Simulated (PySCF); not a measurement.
Atom-mapped SMILES (the numbers label the heavy atoms): `[CH3:1][c:2]1[cH:3][cH:4][cH:5][c:6]([CH3:7])[c:8]1[CH3:9]` (H(Xn): hydrogen on atom n).

GIAO PBE0/pcSseg-1 shifts (PySCF 2.14, gas phase, non-relativistic, equivalent atoms averaged), each against references optimised in the same way as the molecule (TMS).

On the GFN2-xTB geometry: C2/C6 141.0, C8 139.5, C3/C5 133.3, C4 131.3, C1/C7 23.9, C9 17.5, H(C3)/H(C5) 7.31, H(C4) 7.30, H(C1)/H(C7) 2.41, H(C9) 2.26 ppm.

Q: What changes on the PBE0-D3(BJ)/def2-SVP geometry?

A: 
```json
{"atoms": "C2/C6", "δ (ppm)": "140.8", "change": "-0.2"}
{"atoms": "C8", "δ (ppm)": "139.8", "change": "+0.3"}
{"atoms": "C3/C5", "δ (ppm)": "133.2", "change": "-0.1"}
{"atoms": "C4", "δ (ppm)": "130.8", "change": "-0.5"}
{"atoms": "C1/C7", "δ (ppm)": "23.0", "change": "-0.9"}
{"atoms": "C9", "δ (ppm)": "16.8", "change": "-0.7"}
{"atoms": "H(C3)/H(C5)", "δ (ppm)": "7.12", "change": "-0.19"}
{"atoms": "H(C4)", "δ (ppm)": "7.12", "change": "-0.18"}
{"atoms": "H(C1)/H(C7)", "δ (ppm)": "2.27", "change": "-0.14"}
{"atoms": "H(C9)", "δ (ppm)": "2.14", "change": "-0.12"}
```

Bonds between heavy atoms that differ most (equivalent bonds averaged): C6–C8 1.398 → 1.409 Å, C2–C3 1.388 → 1.398 Å, C3–C4 1.382 → 1.391 Å. Mean change of bonds to hydrogen: C–H +0.012 Å.
